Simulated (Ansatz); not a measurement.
`[OH][InH][Cl]` + NH₃ → `[NH2][InH][OH]` + HCl at 400 K and 1 bar (ligand exchange at the In–Cl bond).

Program: Ansatz. Geometries: PBE0-D4/def2-TZVP. ΔE: electronic, gas phase. CCSD(T)/CBS adds triple-zeta CCSD(T) − MP2 to the extrapolated MP2 energy (def2 sets, frozen cores). This one scheme is used for every species. def2 core potentials past Kr. For In outer-core shells are correlated without core-valence functions, which leaves a few kJ/mol of doubt a bond. One conformer a species, not always the lowest.

```
         species  CCSD(T)/CBS energy (Eh)  H − E (kJ/mol)  S (J/(mol·K))
 `[OH][InH][Cl]`               -726.02900            77.0          336.5
             NH₃                -56.50880           104.2          203.1
`[NH2][InH][OH]`               -322.11394           142.7          344.3
             HCl               -460.38127            29.6          195.4
```

H − E and S are ideal-gas, rigid-rotor, harmonic terms from PBE0-D4/def2-TZVP, for one conformer and one mirror image of each species. 1 Eh = 2625.50 kJ/mol, R = 8.31446 J/(mol·K).

Q: By hand: ΔE, ΔH, ΔS and ΔG.

A: ΔE = (-322.11394) + (-460.38127) − (-726.02900) − (-56.50880) = 0.04259 Eh = 111.8 kJ/mol. Δ(H − E) = 142.7 + 29.6 − 77.0 − 104.2 = -8.9, so ΔH = 102.9 kJ/mol. ΔS = 344.3 + 195.4 − 336.5 − 203.1 = 0.1 J/(mol·K). ΔG = 102.9 − 400 × (0.1)/1000 = 102.9 kJ/mol.

Q: By hand: the equilibrium constant, and the temperature at which ΔG would vanish if ΔH and ΔS stayed fixed.

A: log₁₀ K = −ΔG/(RT ln 10) = -13.4. ΔG = 0 at ΔH/ΔS = 1029000 K, far beyond where these terms or the molecules hold.

The number of gas molecules stays the same, so ΔS is small and ΔH decides. A doubt of 5 kJ/mol in ΔE shifts log₁₀ K by 0.7 here. Other conformers and mirror images would add mixing entropy, several J/(mol·K) or more a flexible species. These are equilibria of isolated gas molecules and say nothing of rates. Largest T1 diagnostic: 0.016 (customary marks: 0.02 for closed shells, 0.045 for open ones).
